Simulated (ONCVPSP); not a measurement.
# vanadium: one change to an ONCV potential, before and after

```json
{"Element": "vanadium (V)", "Generator": "ONCVPSP 4.0.1", "Type": "optimised norm-conserving Vanderbilt (ONCV)", "Functional": "PBEsol", "Relativity": "scalar-relativistic", "Frozen core": "[Ne]", "Valence charge": "13", "Reference configuration": "3s2 3p6 3d3 4s1 (charge +1)", "Partial waves": "3s+4s: rc 1.70 bohr, ncon 4, nbas 7, qcut 7.6 1/bohr, 2 projectors; 3p: rc 1.10 bohr, ncon 3, nbas 7, qcut 7.1 1/bohr, 2 projectors, debl 3.6 Ha; 3d: rc 1.40 bohr, ncon 4, nbas 9, qcut 13.5 1/bohr, 1 projector", "Local potential": "polynomial inside 0.80 bohr (lpopt 5, dvloc0 3 Ha)", "Core correction": "none"}
```

All-electron outer shells of the reference configuration (PBEsol, scalar-relativistic, ld1.x):

```json
{"shell": "2p", "level (eV)": "-510.33", "outermost node (bohr)": "–", "outermost maximum (bohr)": "0.21"}
{"shell": "3s", "level (eV)": "-77.64", "outermost node (bohr)": "0.38", "outermost maximum (bohr)": "0.82"}
{"shell": "3p", "level (eV)": "-51.56", "outermost node (bohr)": "0.35", "outermost maximum (bohr)": "0.84"}
{"shell": "3d", "level (eV)": "-12.65", "outermost node (bohr)": "–", "outermost maximum (bohr)": "0.90"}
{"shell": "4s", "level (eV)": "-10.90", "outermost node (bohr)": "1.17", "outermost maximum (bohr)": "2.59"}
```

Change: s: qcut 11.

Cutoffs: the cutoffs (Ha) at which the residual kinetic energy of the hardest occupied pseudo-wave falls to 1 and 0.1 mHa per electron; they do not see the model core or the augmentation charge, which bear on the density cutoff. Errors are all-electron minus pseudo energies relative to the spin-unpolarised reference configuration.

**Question.** How do hardness, ghosts and transferability respond?

**Answer.** The potential gets neither clearly harder nor softer (55 Ha and 65 Ha → 55 Ha and 65 Ha); the d channel sets the loose cutoff, while the largest relative change is in s, which becomes harder; the errors of the 4 common tests hardly move; neither file shows a bound ghost.

```tsv
quantity	base	changed
cutoff, loose	55 Ha	55 Ha
cutoff, tight	65 Ha	65 Ha
loose cutoff by channel	s 16 Ha, p 22 Ha, d 55 Ha	s 27 Ha, p 22 Ha, d 55 Ha
bound ghosts	none	none
GHOST(+) flags under 300 eV	none	none
error for 3s2 3p6 3d3 4s2, meV [ΔE -7.75 eV]	+0.9	+0.9
error for 3s2 3p6 3d3 4s0, meV [ΔE 14.20 eV]	-0.5	-0.4
error for 3s2 3p6 3d2 4s0, meV [ΔE 43.05 eV]	+6.3	+6.8
error for 3s2 3p6 3d2 4s2, meV [ΔE 3.25 eV]	+20	+18
s: phases at 1.73 bohr within 0.05 rad from the reference energy up to (Ha; the scan ends near 5)	to the end of the scan	to the end of the scan
p: phases at 1.12 bohr within 0.05 rad from the reference energy up to (Ha; the scan ends near 5)	to the end of the scan	to the end of the scan
d: phases at 1.43 bohr within 0.05 rad from the reference energy up to (Ha; the scan ends near 5)	2.4	2.4
```
